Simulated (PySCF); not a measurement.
Telling isomers of C3H8F2O2Si2 apart by NMR

PySCF calculation with σ from GIAO-PBE0/pcSseg-1 and GFN2-xTB structure; single conformer, non-relativistic Hamiltonian, in vacuum, fast rotation and ring inversion assumed for equivalent nuclei.

Referencing at the same level of theory: 1H, 13C vs TMS. Splittings of carbon signals by F and P are missing where no couplings were computed. Where no couplings were computed, multiplicities follow the n + 1 count of equivalent neighbours, and m marks all less simple cases (inequivalent or close neighbours, rings, F or P nearby). Shifts are as computed. Against solution values, carbons near 30 ppm lie about +3 ppm off and those near 130 ppm about +5 ppm. Of 1309 compounds with measured shifts, 239 miss one by over three times the rms of a fit or turn the order of signals round; such compounds aren't used in these exercises. OH and NH positions are gas-phase values without hydrogen bonding to other molecules.

(1) Tabulate the signals of `C=C(O[SiH3])O[C@H](F)[SiH2]F`, `C=CO[Si@@](O)([SiH3])C(F)F`, `C=C(O[SiH2][SiH3])OC(F)F` and their relative energies.

(2) What is the quickest way to tell C=C(O[SiH3])O[C@H](F)[SiH2]F from C=CO[Si@@](O)([SiH3])C(F)F?

(3) What is the quickest way to tell C=CO[Si@@](O)([SiH3])C(F)F from C=C(O[SiH2][SiH3])OC(F)F?

(4) What is the quickest way to tell C=C(O[SiH3])O[C@H](F)[SiH2]F from C=C(O[SiH2][SiH3])OC(F)F?

Answers

(1) 
```json
{"SMILES": "C=C(O[SiH3])O[C@H](F)[SiH2]F", "carbon types": "1×C 1×CH 1×CH2", "δC": "169.0, 111.5, 68.2", "δH": "6.12 (m, 1H), 5.18 (m, 1H), 5.11 (m, 1H), 4.89 (s, 3H), 3.92 (m, 1H), 3.81 (m, 1H)", "E rel. (kcal/mol)": "1.9"}
{"SMILES": "C=CO[Si@@](O)([SiH3])C(F)F", "carbon types": "2×CH 1×CH2", "δC": "150.8, 127.4, 103.2", "δH": "6.81 (m, 1H), 6.14 (m, 1H), 5.03 (m, 1H), 4.71 (m, 1H), 3.35 (s, 3H), 2.31 (br s, 1H)", "E rel. (kcal/mol)": "0.0"}
{"SMILES": "C=C(O[SiH2][SiH3])OC(F)F", "carbon types": "1×C 1×CH 1×CH2", "δC": "163.2, 120.8, 68.9", "δH": "6.59 (m, 1H), 5.31 (q, 2H), 3.90 (br s, 1H), 3.59 (t, 3H), 3.49 (br s, 1H)", "E rel. (kcal/mol)": "26.1"}
```

Energies are electronic energies at PBE0/pcSseg-1 on these geometries, without zero-point or thermal terms, each for the one conformer computed, which needn't be the lowest.

(2) Both give the same number of carbon signals, but DEPT or the intensities differ. The first has an alkene carbon bearing oxygen (C) at 169.0 ppm, the second an alkene carbon bearing oxygen (CH) at 150.8 ppm. In the proton spectra the most deshielded non-exchanging signals are 6.12 (m, 1H) and 6.81 (m, 1H).

(3) Both give the same number of carbon signals, but DEPT or the intensities differ. The first has a β carbon of an enol-ether or enamine type C=C (CH2) at 103.2 ppm, the second an alkene carbon bearing oxygen (C) at 163.2 ppm. Their most deshielded carbons lie at 150.8 and 163.2 ppm.

(4) Both give the same number of carbon signals, with the same numbers of each carbon type, so the positions decide. The first has an sp3 CH bonded to F and O and Si at 111.5 ppm, the second an sp3 CH bonded to 2 F and O at 120.8 ppm. Their most deshielded carbons lie at 169.0 and 163.2 ppm. In the proton spectra the most deshielded non-exchanging signals are 6.12 (m, 1H) and 6.59 (m, 1H).
